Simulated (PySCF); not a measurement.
## Deuteron quadrupole couplings in `C#C[Si@@H](C=O)[C@@H](C)F`

C5H7FOSi.
Cartesian coordinates in Å at the GFN2-xTB level; atoms count from 1:
```
atom  x, y, z in Å
C1     1.947    1.449    1.716
C2     0.875    1.164    1.249
Si3   -0.750    0.659    0.529
C4    -0.927    1.642   -1.121
O5    -1.023    1.131   -2.206
C6    -0.707   -1.216    0.091
C7     0.486   -1.625   -0.758
F8    -0.687   -1.943    1.282
H9     2.882    1.707    2.124
H10   -1.862    0.991    1.423
H11   -0.931    2.750   -1.041
H12   -1.636   -1.526   -0.406
H13    1.416   -1.360   -0.260
H14    0.436   -1.114   -1.715
H15    0.477   -2.700   -0.928
```

Level: PBE0/pcSseg-1 (PySCF, non-relativistic); Q(2H) = 0.00286 b; rigid geometry, the same for H and D, with no vibrational averaging.

Question: Rank these positions by the coupling χzz of a deuteron there, largest first.
A. H15 (methyl hydrogen)
B. H9 (alkyne hydrogen)
C. H10 (Si–H hydrogen)
D. H11 (formyl hydrogen)
E. H12 (methine hydrogen)

Answer: B (259 kHz), A (210 kHz), E (192 kHz), D (178 kHz), C (107 kHz).

Give the electric field gradient Vzz (the principal value of largest size), its asymmetry and the 2H coupling at each hydrogen.

| atom | bonded to | bond length (Å) | Vzz (au) | η | χzz (kHz) |
| --- | --- | --- | --- | --- | --- |
| H9 | C1 | 1.052 | 0.3854 | 0.00 | 259 |
| H10 | Si3 | 1.465 | 0.1591 | 0.00 | 107 |
| H11 | C4 | 1.111 | 0.2651 | 0.00 | 178 |
| H12 | C6 | 1.098 | 0.2860 | 0.07 | 192 |
| H13 | C7 | 1.088 | 0.3098 | 0.03 | 208 |
| H14 | C7 | 1.087 | 0.3101 | 0.03 | 208 |
| H15 | C7 | 1.089 | 0.3122 | 0.03 | 210 |

Average by the element that carries the hydrogen.

on C: 209 kHz over 6 positions, mean bond length 1.087 Å; on Si: 107 kHz over 1 position, mean bond length 1.465 Å.

How does χzz go with the bond length over the 6 C–H bonds?

A straight-line fit has a slope of -14.0 kHz for each 0.01 Å, with a correlation coefficient of -1.00, over lengths from 1.052 to 1.111 Å. The longer bonds have the smaller couplings here.

One conformer (not necessarily the lowest) at the GFN2-xTB geometry, without solvent, vibrations or thermal averaging. GFN2-xTB bond lengths can be off by several hundredths of an ångström, more for odd bonds, and the gradients follow them. The small basis limits the accuracy of the gradients.
